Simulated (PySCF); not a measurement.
4-Cyanopyridine: calculation and literature

Numbering as in the mapped SMILES `[N:1]#[C:2][c:3]1[cH:4][cH:5][n:6][cH:7][cH:8]1`. Hydrogens are named by the atom that carries them.

- NMR shieldings at B97-2/pcSseg-2/GIAO
- structure optimised with PBE0-D3(BJ)/def2-TZVP
- code: PySCF 2.14
- isolated molecule, equivalent nuclei averaged, non-relativistic Hamiltonian, a single conformation

Reference values: estimated from measurements, as parent shift plus tabulated substituent increment (solution, not stated per compound (mostly CDCl3 or CCl4); Pretsch, Buehlmann, Badertscher, Structure Determination of Organic Compounds, 4th ed. (2009)).
| atoms | quantity | reference | computed | computed, scaled |
| --- | --- | --- | --- | --- |
| C5/C7 | δ 13C | 151.9 | 158.9 | 151.3 |
| C4/C8 | δ 13C | 125.8 | 132.0 | 125.3 |
| C3 | δ 13C | 120.0 | 127.5 | 121.0 |
| H(C5)/H(C7) | δ 1H | 8.83 | 9.10 | 8.68 |
| H(C4)/H(C8) | δ 1H | 7.57 | 7.62 | 7.29 |

Computed shifts are σ(ref) − σ with the named reference compound (TMS for H and C) calculated as an isolated molecule at the same level. The measured values may be among those fitted. Empirical linear scaling, fitted to shifts measured mostly in CDCl3 for H and C (δ vs TMS): 13C: δ = 176.83 − 0.965σ (rms 2.0 ppm, 507 shifts, 2.1 ppm with the 1 outlier that the fit left out); 1H: δ = 29.81 − 0.938σ (rms 0.14 ppm, 293 shifts, 0.16 ppm with the 4 outliers that the fit left out). Occasional misses reach two or three times the rms, and more in compound classes unlike the fitted ones.

Question: How far are the unscaled 13C shifts from the references?

Answer: Mean signed difference +6.90 ppm, mean absolute 6.90 ppm over 3 comparisons; the largest is +7.5 ppm at C3 (substituted aromatic carbon).

Question: How far are the unscaled 1H shifts from the references?

Answer: Mean signed difference +0.16 ppm, mean absolute 0.16 ppm over 2 comparisons; the largest is +0.27 ppm at H(C5)/H(C7) (hydrogen on an aromatic CH next to a ring nitrogen).
